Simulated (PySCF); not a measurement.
Species: C7H10P (charge -1).
Bonds: C1–C2, C2–C3, C2–C4, C4–C5 (aromatic), C5–C6 (aromatic), C6–C7 (aromatic), C7–P8 (aromatic), C4–P8 (aromatic). Hydrogens: H9, H10, H11 on C1; H12 on C2; H13, H14, H15 on C3; H16 on C5; H17 on C6; H18 on C7.

Probes without a nucleus sit at each ring's centroid and 1 Å off its mean plane on both sides; NICS is minus the shielding there, NICSzz its component along the normal. Level: GIAO PBE0/pcSseg-1 (PySCF, non-relativistic, gas phase) on the GFN2-xTB geometry, one conformer.

Ring bond lengths (Å), with Mayer bond orders in brackets: C4–C5 1.381 (1.49), C5–C6 1.398 (1.34), C6–C7 1.376 (1.48), C7–P8 1.744 (1.26), P8–C4 1.761 (1.24).

Problem. Give the NICS values of each ring in ppm.

Solution. 
```csv
ring,type,NICS(0),"NICS(1), two faces","NICS(1)zz, two faces",rms pucker (Å),"centre to ring atoms, mean (Å)"
C4–C5–C6–C7–P8,5-membered ring with P; formal bonds all aromatic,-12.5,-11.1 / -11.1,-29.0 / -29.1,0.00,1.30
```

Problem. What do they say, and how far can they be read as aromaticity?

Solution. 
- C4–C5–C6–C7–P8: mean NICS(1)zz -29.0 ppm, shielded.

Problem. And the bond-length index? HOMA = 1 − mean of α(R − Ropt)² over the ring bonds, with Krygowski's 1993 parameters (CC: Ropt 1.388 Å, α 257.7 Å⁻²; CP: Ropt 1.698 Å, α 118.91 Å⁻²).

Solution. 
- C4–C5–C6–C7–P8: HOMA 0.84; the largest term is that of P8–C4, α(R − Ropt)² = 0.47.

Shape of the structure used: `[CH3:1][CH:2]([CH3:3])[c:4]1[cH:5][cH:6][cH:7][p-:8]1`: C1–C2–C4–C5 117°.
